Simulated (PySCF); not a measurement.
GeFBr, SMILES [F][Ge][Br] (connectivity only; charge and spin as stated), neutral, multiplicity 1. Geometry: PBE0-D3(BJ)/def2-TZVP.

Calculation: PBE0-D3(BJ)/def2-TZVP (PySCF).

Harmonic wavenumbers (cm⁻¹): 178, 297, 673. Rotational constants (GHz): 12.26, 1.980, 1.705; symmetry number 1.

**Question.** Work out the zero-point energy and the ideal-gas rigid-rotor harmonic-oscillator thermochemistry at 298.15 K and 1 atm.

**Answer.** ZPE = ½ Σ hcν = ½ × 1149 cm⁻¹ = 1.64 kcal/mol. H − E(el) = 4.73 kcal/mol. Entropy in cal/(mol K): translation 41.33, rotation 26.45, vibration 4.12, total 71.90. G − E(el) = -16.71 kcal/mol. Cp = 12.38 cal/(mol K).
